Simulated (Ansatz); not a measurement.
C3H8N, SMILES [CH2]NCC, multiplicity 2.

Geometry: B3LYP-D3(BJ)/def2-SVP. The isomer is the one that the SMILES or the coordinates give; other isomers of the formula were not compared. Other conformers were not sampled.

Two levels are set side by side: PBE/def2-TZVPD (Ansatz, a program for electronic structure) and PBE0/def2-TZVPD (Ansatz). Energy differences of separate SCF runs at the same geometry; the states with an electron removed or added have multiplicity 1 and 1. Differences are taken from unrounded values.

```
quantity                         PBE0
-------------------------------  ----
vertical ionisation energy (eV)  6.62
```

Problem. What does PBE give, and how far is it from PBE0? (Estimate from the structure and the level; the computed values follow.)

Solution. 
```tsv
quantity	PBE	PBE minus PBE0
vertical ionisation energy (eV)	6.47	-0.15
```
